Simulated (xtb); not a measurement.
HMoO$_{3}$, sextet, at a GFN2-xTB geometry of the parent state (such geometries of metal compounds can be far from the true shape) (the multiplicity is a formal guess); GFN1-xTB (xtb 6.7.1).

Here is a job for xtb.
```
$ xtb mol.xyz --gfn 1 --chrg 0 --uhf 5 --json

# file mol.xyz
5

Mo     0.02084775    -0.02422155     0.01920001
O      1.54068626    -0.42440763    -0.43828039
O     -0.52122195    -0.76003726     1.37716982
O     -0.94358242     1.09628299    -0.86900499
H     -1.48266043     1.72260035    -1.36547617
```

Write the output that xtb gives for this input, abridged.


```
   ID    Z sym.   atoms
    1   42 Mo     1
    2    8 O      2-4
    3    1 H      5

           -------------------------------------------------
          |                Calculation Setup                |
           -------------------------------------------------

           -------------------------------------------------
          |                 G F N 1 - x T B                 |
           -------------------------------------------------

          ...................................................
          :                      SETUP                      :
          :.................................................:
          :  # basis functions                  24          :
          :  # atomic orbitals                  23          :
          :  # shells                           11          :
          :  # electrons                        25          :
          :  # halogen bonds                     0          :
          :  max. iterations                   250          :
          :  Hamiltonian                  GFN1-xTB          :
          :  restarted?                      false          :
          :  GBSA solvation                  false          :
          :  PC potential                    false          :
          :  electronic temp.          300.0000000     K    :
          :  accuracy                    1.0000000          :
          :  -> integral cutoff          0.2500000E+02      :
          :  -> integral neglect         0.1000000E-07      :
          :  -> SCF convergence          0.1000000E-05 Eh   :
          :  -> wf. convergence          0.2000000E-04 e    :
          :  Broyden damping             0.4000000          :
          :  net charge                          0          :
          :  unpaired electrons                  5          :
          ...................................................

 iter      E             dE          RMSdq      gap      omega  full diag
   1    -16.3941967 -0.163942E+02  0.846E+00    2.98       0.0  T
   2    -16.4288653 -0.346686E-01  0.424E+00    2.64       1.0  T
   3    -16.4203071  0.855820E-02  0.164E+00    2.75       1.0  T
   4    -16.4038477  0.164594E-01  0.169E+00    2.34       1.0  T
   5    -16.4263796 -0.225319E-01  0.549E-01    2.60       1.0  T
   6    -16.4292841 -0.290449E-02  0.443E-02    2.66       1.0  T
   7    -16.4290123  0.271788E-03  0.165E-01    2.66       1.0  T
   8    -16.4292868 -0.274449E-03  0.290E-02    2.66       1.5  T
   9    -16.4292941 -0.732111E-05  0.985E-04    2.66      45.4  T
  10    -16.4292941  0.789314E-08  0.115E-03    2.66      39.1  T
  11    -16.4292941 -0.871426E-08  0.402E-04    2.66     111.2  T
  12    -16.4292941 -0.145472E-08  0.864E-05    2.66     517.5  T
  13    -16.4292941 -0.718430E-10  0.475E-06    2.66    9406.9  T

   *** convergence criteria satisfied after 13 iterations ***

         :::::::::::::::::::::::::::::::::::::::::::::::::::::
         ::                     SUMMARY                     ::
         :::::::::::::::::::::::::::::::::::::::::::::::::::::
         :: total energy             -16.313415330434 Eh    ::
         :: gradient norm              0.273134068776 Eh/a0 ::
         :: HOMO-LUMO gap              2.664557583618 eV    ::
         ::.................................................::
         :: SCC energy               -16.429294111023 Eh    ::
         :: -> electrostatic           0.143105333486 Eh    ::
         :: repulsion energy           0.117127970802 Eh    ::
         :: dispersion energy         -0.001249190213 Eh    ::
         :: halogen bond corr.         0.000000000000 Eh    ::
         :: add. restraining           0.000000000000 Eh    ::
         :: total charge              -0.000000000000 e     ::
         :::::::::::::::::::::::::::::::::::::::::::::::::::::

           -------------------------------------------------
          |                Property Printout                |
           -------------------------------------------------

    * Orbital Energies and Occupations

         #    Occupation            Energy/Eh            Energy/eV
      -------------------------------------------------------------
         1        2.0000           -0.8158477             -22.2003
       ...           ...                  ...                  ...
         3        2.0000           -0.7826519             -21.2970
         4        2.0000           -0.6503965             -17.6982
         5        2.0000           -0.5831989             -15.8696
         6        2.0000           -0.5809090             -15.8073
         7        2.0000           -0.5808061             -15.8045
         8        2.0000           -0.5713774             -15.5480
         9        2.0000           -0.5695896             -15.4993
        10        1.9997           -0.5663558             -15.4113
        11        1.0003           -0.5508951             -14.9906
        12        1.0000           -0.5486524             -14.9296
        13        1.0000           -0.3639327              -9.9031
        14        1.0000           -0.2793572              -7.6017
        15        1.0000           -0.2704326              -7.3588 (HOMO)
        16                         -0.1725119              -4.6943 (LUMO)
        17                         -0.1500642              -4.0835
        18                         -0.1195986              -3.2544
        19                         -0.1134306              -3.0866
        20                          0.2866360               7.7998
        21                          0.2939928               8.0000
        22                          0.3474620               9.4549
        23                          0.4654157              12.6646
      -------------------------------------------------------------
                  HL-Gap            0.0979207 Eh            2.6646 eV
             Fermi-level           -0.3900614 Eh          -10.6141 eV

  Mulliken/CM5 charges         n(s)   n(p)   n(d)
     1Mo    1.07003  1.77684   0.574  0.720  3.636
     2O    -0.42976 -0.68212   1.797  4.633  0.000
     3O    -0.42976 -0.68212   1.797  4.633  0.000
     4O    -0.60614 -0.97455   1.715  4.891  0.000
     5H     0.39563  0.56194   0.604  0.000  0.000

Wiberg/Mayer (AO) data.
largest (>0.10) Wiberg bond orders for each atom

 ---------------------------------------------------------------------------
     #   Z sym  total        # sym  WBO       # sym  WBO       # sym  WBO
 ---------------------------------------------------------------------------
     1  42 Mo   3.316 --     2 O    1.144     3 O    1.144     4 O    0.992
     2   8 O    1.955 --     1 Mo   1.144     3 O    0.671     4 O    0.137
     3   8 O    1.955 --     1 Mo   1.144     2 O    0.671     4 O    0.137
     4   8 O    2.075 --     1 Mo   0.992     5 H    0.808     3 O    0.137
                             2 O    0.137
     5   1 H    0.850 --     4 O    0.808
 ---------------------------------------------------------------------------

Topologies differ in total number of bonds
Writing topology from bond orders to xtbtopo.mol

 dipole moment from electron density (au)
     X       Y       Z
  -0.9955   1.1566  -0.9168  total (Debye):    4.525

           -------------------------------------------------
          | TOTAL ENERGY              -16.313415330434 Eh   |
          | GRADIENT NORM               0.273134068776 Eh/α |
          | HOMO-LUMO GAP               2.664557583618 eV   |
           -------------------------------------------------

normal termination of xtb
```
